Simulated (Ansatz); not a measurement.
Relaxation of H8OW (10 atoms, charge 0, multiplicity 1), to a largest force component of 0.03 eV/Å in at most 50 steps.

The calculation used RKS PBE-D4/def2-TZVP (Ansatz 0.2.0).

```xyz
10
Properties=species:S:1:pos:R:3:forces:R:3
W 0.206 -0.358 0.135 -0.06 -0.08 0.73
O -0.053 -0.495 2.028 -0.12 -0.21 -0.66
H -0.750 -0.065 2.552 0.06 -0.03 -0.04
H 1.765 0.188 -0.329 0.00 -0.01 0.01
H 0.255 0.990 -0.896 -0.03 0.01 0.00
H -1.061 0.723 0.220 0.01 0.02 0.00
H -0.079 -1.906 -0.539 0.00 0.00 -0.01
H -1.007 -0.426 -1.039 -0.01 0.00 0.00
H 1.186 2.037 1.478 0.50 1.32 -0.84
H 0.966 1.467 1.849 -0.36 -1.01 0.81
```

Question: Where does it end, and by what steps?

Answer: It converged. The force dipped under the threshold on the way, but the program's further checks kept it going. After 23 steps the energy has fallen by 0.152 eV; H10 moved furthest, 0.94 Å.

```tsv
step	energy less start (eV)	largest force component (eV/Å)	accepted
0	0.0000	1.317	yes
1	-0.0987	0.219	yes
2	-0.1154	0.454	yes
3	-0.1335	0.197	yes
4	-0.1397	0.140	yes
5	-0.1356	0.158	no
6	-0.1420	0.081	yes
7	-0.1444	0.111	yes
8	-0.1449	0.115	yes
9	-0.1451	0.135	yes
10	-0.1454	0.150	yes
11	-0.1456	0.158	yes
12	-0.1457	0.166	yes
13	-0.1460	0.167	yes
14	-0.1465	0.151	yes
15	-0.1471	0.115	yes
16	-0.1472	0.237	yes
17	-0.1494	0.027	yes
18	-0.1506	0.023	yes
19	-0.1363	0.829	no
20	-0.1512	0.026	yes
21	-0.1509	0.065	no
22	-0.1515	0.031	yes
23	-0.1518	0.008	yes
```

```xyz
10
Properties=species:S:1:pos:R:3
W 0.140 -0.538 0.103
O -0.166 -0.823 1.932
H -0.750 -0.335 2.534
H 1.774 -0.092 -0.176
H 0.369 0.920 -0.736
H -0.992 0.670 0.302
H -0.319 -1.944 -0.765
H -1.020 -0.307 -1.113
H 1.038 2.300 1.348
H 1.355 2.304 2.031
```

Whether the end is a true minimum wasn't checked by a vibrational analysis.

Time of the run: 26 s on 4 threads of Arm Neoverse V1 (shared host), peak memory 0.19 GiB.
